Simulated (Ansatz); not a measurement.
Consider the ligand exchange at the Si–C bond: `C=C[Si](O)(O)O` + `CO[SiH](C)O` → `CO[SiH](C)O[Si](O)(O)O` + `C=C`.

Program: Ansatz. Geometries: PBE0-D4/def2-TZVP. ΔE: electronic, gas phase. CCSD(T)/CBS is the MP2 limit (def2-TZVPP, def2-QZVPP) plus CCSD(T) − MP2 in def2-TZVPP, frozen cores. This one scheme is used for every species. Functionals use def2-TZVPP. One conformer a species, not always the lowest.

`C=C[Si](O)(O)O`:

```xyz
12

C     1.252    0.611   -1.478
C     0.828   -0.421   -0.752
Si   -0.472   -0.277    0.553
O     0.064   -1.166    1.813
O    -0.753    1.301    0.915
O    -1.930   -0.882    0.119
H     0.855    1.612   -1.332
H     2.007    0.506   -2.252
H     1.261   -1.400   -0.950
H    -0.581   -1.406    2.481
H    -0.012    1.815    1.239
H    -2.520   -0.293   -0.354
```

`CO[SiH](C)O`:

```xyz
13

C     0.278    1.999   -0.744
O    -0.205    1.028    0.149
Si   -0.056   -0.586   -0.099
C    -0.887   -1.421    1.321
O     1.518   -1.073   -0.132
H    -0.130    2.970   -0.456
H     1.371    2.061   -0.711
H    -0.030    1.790   -1.777
H    -0.656   -0.905   -1.429
H    -0.366   -1.184    2.252
H    -1.923   -1.088    1.415
H    -0.879   -2.505    1.191
H     1.964   -1.085   -0.979
```

`CO[SiH](C)O[Si](O)(O)O`:

```xyz
19

C    -2.606   -1.460    0.424
O    -1.271   -1.706    0.799
Si   -0.157   -0.520    0.965
C     1.418   -1.301    1.525
O     0.036    0.216   -0.493
Si    0.766    1.463   -1.215
O    -0.067    2.862   -1.151
O     0.949    1.122   -2.802
O     2.164    1.684   -0.403
H    -3.058   -0.668    1.033
H    -2.673   -1.169   -0.629
H    -3.180   -2.377    0.570
H    -0.671    0.504    1.915
H     2.210   -0.549    1.568
H     1.726   -2.086    0.830
H     1.304   -1.746    2.516
H    -0.706    3.012   -1.849
H     1.181    0.221   -3.030
H     2.637    2.500   -0.572
```

`C=C`:

Cartesian coordinates in Å:
```
C -0.646 -0.067 0.127
C 0.646 0.067 -0.127
H -1.272 0.788 0.358
H -1.131 -1.037 0.116
H 1.272 -0.788 -0.358
H 1.131 1.037 -0.116
```

```
         level  ΔE (kJ/mol)  difference from CCSD(T)/CBS
     r2SCAN-D4       -132.1                          1.9
       PBE0-D4       -126.3                          7.7
       ωB97M-V       -131.8                          2.2
           PBE       -114.8                         19.2
        r2SCAN       -130.5                          3.5
 HF/def2-TZVPP       -152.9                        -18.9
MP2/def2-TZVPP       -132.4                          1.6
MP2/def2-QZVPP       -133.0                          1.0
  HF/CBS(def2)       -155.2                        -21.2
 MP2/CBS(def2)       -132.2                          1.8
   CCSD(T)/CBS       -134.0                            0
```

Largest T1 diagnostic among the species: 0.012.

The D4 term adds −4.4 kJ/mol with B3LYP and −3.2 kJ/mol with PBE0; it sums over pairs of atoms, weighted by their polarisabilities, and B3LYP, whose exchange is more repulsive, gets the larger term. In def2-TZVPP, CCSD(T) changes the Hartree–Fock value by +18.7 kJ/mol (the triples alone add +3.2 kJ/mol) and MP2 by +20.5 kJ/mol.

B3LYP here is the variant with VWN-RPA as its local correlation; programs differ in this.
